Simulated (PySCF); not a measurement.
Species: C₇H₉ (doublet state).
SMILES with atom numbers: `[CH2:1][C:2]1=[CH:3][C@@H:4]2[CH2:5][C@@H:6]2[CH2:7]1` (hydrogens: H8, H9 on C1; H10 on C3; H11 on C4; H12, H13 on C5; H14 on C6; H15, H16 on C7)

Cartesian coordinates in Å at the GFN2-xTB level; atoms count from 1:
```xyz
16
C7H9 angstrom
C      2.3641    0.3686   -0.4616
C      1.0891    0.1037   -0.0603
C      0.5362   -1.1476    0.1935
C     -0.8806   -1.0509    0.5188
C     -1.7530   -0.4354   -0.5659
C     -1.2164    0.4256    0.5262
C      0.0571    1.1827    0.2068
H      3.0709   -0.4248   -0.6240
H      2.7039    1.3756   -0.6214
H      1.0757   -2.0761    0.1532
H     -1.3331   -1.7729    1.1834
H     -1.3292   -0.3371   -1.5540
H     -2.8028   -0.6872   -0.5542
H     -1.8967    0.8465    1.2520
H     -0.0631    1.8395   -0.6568
H      0.3703    1.7985    1.0527
```

The hyperfine couplings belong to this conformer and change with its torsions.

Theory: UKS B3LYP, pcH-1 on C H, non-relativistic, mean-field spin-orbit, GIAO in PySCF 2.14.0. The structure is a single GFN2-xTB conformer in the gas phase; no vibrational or solvent corrections. The geometry wasn't refined by DFT: couplings that depend on bond lengths, twists or pyramidal angles can differ widely from those at the functional's own minimum. Stability of the SCF solution: not tested. ⟨S²⟩ is 0.775 where a pure state has 0.75.

Mulliken spin populations: C1 +0.634, C2 -0.253, C3 +0.653, C4 -0.055, C5 +0.066, C6 +0.026, C7 +0.013, H8 -0.027, H9 -0.029, H10 -0.027, H11 +0.008, H12 -0.003, H13 +0.006, H14 0.000, H15 -0.005, H16 -0.005. Main spin sites, with 60 % or more of the largest population: C1, C3; positions count bonds from the nearest.

Problem. What dipolar couplings does the calculation give for H11, H12, H13, H14, H15, H16?

Solution. 
```csv
atom,position,distance from C3 (Å),T1 (MHz),T2,T3
H11,2 bonds from C3,2.21,-3.09,-1.76,4.85
H12,3 bonds from C3,2.68,-4.83,-0.40,5.23
H13,3 bonds from C3,3.45,-3.71,-1.47,5.17
H14,3 bonds from C3,3.32,-2.14,-1.16,3.29
H15,3 bonds from C1,3.16,-2.03,-0.33,2.36
H16,3 bonds from C1,3.07,-2.14,-0.30,2.45
```

Problem. Estimate them with point dipoles: put each population ρk at its nucleus, leave out the nucleus itself and the atom bound to it, and sum T = Σ [ρk/(2S)]·C·(3 n nᵀ − 1)/r³ with C = μ0 gₑ μB g_N μN/(4π h) = 79.06 MHz Å³.

Solution. 
```tsv
atom	T1 (MHz)	T2	T3	T3, computed	difference in T3 (%)
H11	-5.21	-3.86	9.07	4.85	+87
H12	-2.35	-2.06	4.41	5.23	-16
H13	-1.12	-0.81	1.93	5.17	-63
H14	-1.48	-0.76	2.24	3.29	-32
H15	-2.16	0.37	1.79	2.36	-24
H16	-2.00	0.33	1.66	2.45	-32
```

In T3 the estimate is closest for H12 (-16 %, 2.68 Å from C3) and worst for H11 (+87 %, 2.21 Å).
